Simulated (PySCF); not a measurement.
PySCF 2.14 output of an unrestricted PW91 calculation on a single atom or ion in aug-cc-pVTZ-PP with ECP10MDF, with a scalar-relativistic core potential:

```
SCF conv_tol = 1e-09
number electrons alpha = 13  beta = 12
    J. P. Perdew. In P. Ziesche and H. Eschrig, editors, Proceedings of the 75. WE-Heraeus-Seminar and 21st Annual International Symposium on Electronic Structure of Solids, 11. Berlin, 1991. Akademie Verlag.
    J. P. Perdew, J. A. Chevary, S. H. Vosko, K. A. Jackson, M. R. Pederson, D. J. Singh, and C. Fiolhais.,  Phys. Rev. B 46, 6671 (1992)
    J. P. Perdew, J. A. Chevary, S. H. Vosko, K. A. Jackson, M. R. Pederson, D. J. Singh, and C. Fiolhais.,  Phys. Rev. B 48, 4978 (1993)
    J. P. Perdew. In P. Ziesche and H. Eschrig, editors, Proceedings of the 75. WE-Heraeus-Seminar and 21st Annual International Symposium on Electronic Structure of Solids, 11. Berlin, 1991. Akademie Verlag.
    J. P. Perdew, J. A. Chevary, S. H. Vosko, K. A. Jackson, M. R. Pederson, D. J. Singh, and C. Fiolhais.,  Phys. Rev. B 46, 6671 (1992)
    J. P. Perdew, J. A. Chevary, S. H. Vosko, K. A. Jackson, M. R. Pederson, D. J. Singh, and C. Fiolhais.,  Phys. Rev. B 48, 4978 (1993)
cycle= 1 E= -416.489024011097  delta_E= -0.0126  |g|= 0.0658  |ddm|= 0.404
cycle= 2 E= -416.489900707082  delta_E= -0.000877  |g|= 0.0243  |ddm|= 0.153
cycle= 3 E= -416.490112164338  delta_E= -0.000211  |g|= 0.00448  |ddm|= 0.055
cycle= 4 E= -416.490120512394  delta_E= -8.35e-06  |g|= 0.000526  |ddm|= 0.00745
cycle= 5 E= -416.490120654872  delta_E= -1.42e-07  |g|= 2.64e-05  |ddm|= 0.00153
cycle= 6 E= -416.490120655384  delta_E= -5.11e-10  |g|= 2.73e-07  |ddm|= 6.49e-05
converged SCF energy = -416.490120655384  <S^2> = 0.75254163  2S+1 = 2.00254
```

The run itself started from symmetry-adapted Hartree-Fock orbitals and held the occupation by maximum overlap, on a logarithmic radial grid, so the iterations belong to that start.

Which element, charge and spin multiplicity is this?

Br (bromine, neutral), multiplicity 2; the state was [Ar] 3d10 4s1 4p6, 2S determinant (an excited configuration).

Energies and moments cover only the electrons outside the core potential.
